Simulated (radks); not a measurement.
The numbers below are computed, except where a source is named.
The fluorine ion F2+, configuration [He] 2s2 2p3 (the NIST ground configuration).

Code: a radial shooting solver on a logarithmic mesh with Libxc functionals. Model: Dirac Kohn-Sham, PBE, spin-unpolarised, spherical densities, point nucleus; open shells fill j = l - 1/2 first.

Energy parts (eV):
| part | energy |
|---|---|
| total | -2656.495 |
| kinetic | 2656.554 |
| electron-nucleus | -6088.949 |
| Hartree | 1023.165 |
| exchange-correlation | -247.266 |

Orbitals (lengths in bohr, moments of r in powers of bohr; r(max) is where P^2 peaks; r(90%) holds 90 % of the orbital's charge):
orbital,occ.,eigenvalue (eV),<r^4>,r(max),r(90%)
1s1/2,2,-710.1876,0.004586,0.1143,0.315
2s1/2,2,-67.9780,1.862,0.7356,1.45
2p1/2,2,-49.0458,2.230,0.6522,1.50
2p3/2,1,-48.9589,2.242,0.6532,1.50

The highest occupied level is 2p3/2 at -48.959 eV. For comparison, the ionisation energy in NIST's Atomic Spectra Database is 62.708 eV (semi-empirical). In exact Kohn-Sham theory the highest level is minus the ionisation energy, but local and semilocal functionals leave it too shallow, through self-interaction and a potential that decays too fast; potentials with the right tail come closer. The density falls to 0.001 e/bohr^3 at r = 2.47 bohr. Summed over all electrons, <r^2> = 5.124 bohr^2, which gives a Langevin (diamagnetic) susceptibility term of -4.06 x 10^-6 cm^3/mol.

Beside tabulated values, note that spin-unpolarised runs miss the spin-polarisation part of the exchange energy of open shells.
